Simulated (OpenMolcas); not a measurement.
Computed levels of 5s² 5p³ in ions with 51 electrons, in cm-1 above ⁴S°_3/2.

```yaml
Program: OpenMolcas
Method: SS-RASPT2, IPEA 0.25 Eh, imaginary shift 0.1 Eh
Basis: ANO-RCC-VQZP
Scalar_Hamiltonian: DKH2, point nucleus
Spin-orbit_coupling: RASSI with atomic mean-field integrals over the reference wave functions, term energies averaged over their components
```

Active space for each ion: 5 electrons in 9 orbitals (RAS2 5s 5p; RAS3 5d, at most 2 electrons); closed shells correlated by CASPT2: 4d.

```csv
Level,Te+,Xe3+
²D°_3/2,10660,13350
²D°_5/2,12420,17000
²P°_1/2,21160,28260
²P°_3/2,23710,34250
```

Task: Estimate ²D°_3/2, ²D°_5/2 for I2+ from its neighbours Te+ and Xe3+.

Result: ²D°_3/2 is another term, which grows about linearly with the charge: (10660 + 13350) / 2 = 12005. The calculation gives 11870, so the estimate is off by +1.1 %.
²D°_5/2 is another term, which grows about linearly with the charge: (12420 + 17000) / 2 = 14710. The calculation gives 14490, so the estimate is off by +1.5 %.

Term energies are means over components that CASPT2 splits; among the terms shown or strongly mixed into the levels shown the widest spread is 11 cm-1 (5s² 5p³ ²D°, Te+). The run also gave levels led by 5s² 5p² 5d, which use shells meant for correlation; these and all levels above them are left out (holds for Te+). The run also gave levels led by 5s 5p³ 5d, 5s² 5p² 5d, which use shells meant for correlation; these and all levels above them are left out (holds for I2+; Xe3+). Levels of configurations outside the active space are missing.

° marks odd parity.
